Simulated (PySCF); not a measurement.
Cl₂La, charge +1, singlet, at a GFN2-xTB geometry (such geometries of metal compounds can be far from the true shape) (the multiplicity is a formal guess) (core potentials on La). Base run: HF/def2-SV(P) run with PySCF.

PySCF was given this input:
```python
from pyscf import gto, scf

mol = gto.Mole()
mol.atom = '''
    La    0.44085595   -0.03288820    0.54719399
    Cl    0.61454882    0.32765128   -1.99155080
    Cl   -2.09271289   -0.21737908    0.15684153
'''
mol.basis = 'def2-sv(p)'
mol.ecp = {'La': 'def2-sv(p)'}
mol.charge = 1
mol.verbose = 4
mol.build()

mf = scf.RHF(mol)
mf.kernel()
mf.analyze()
```

The base run was repeated with changes; each row names its change, and settings that it needs were set with it.

```
change                                                                            ΔE vs base (µEh)  SCF cycles
--------------------------------------------------------------------------------  ----------------  ----------
base                                                                                           0.0          10
init_guess = atom                                                                              0.0          10
diis = off; damp = 0.3 (with mf.diis_start_cycle = 200; with mf.max_cycle = 150)               0.0          18
diis = off; damp = 0.6 (with mf.diis_start_cycle = 200; with mf.max_cycle = 150)               0.0          32
DIIS = EDIIS                                                                                   0.0          27
damp = 0.5; diis_start_cycle = 5                                                               0.0          12
conv_tol = 1e-11                                                                               0.0          11
diis_space = 20                                                                                0.0          10
diis_space = 2                                                                                 0.0          12
diis_space = 4                                                                                 0.0          10
init_guess = sap                                                                               0.0          13
conv_tol_grad = 1e-3                                                                           0.0          10
level_shift = 1.0 (with mf.max_cycle = 100)                                                    0.0          30
```
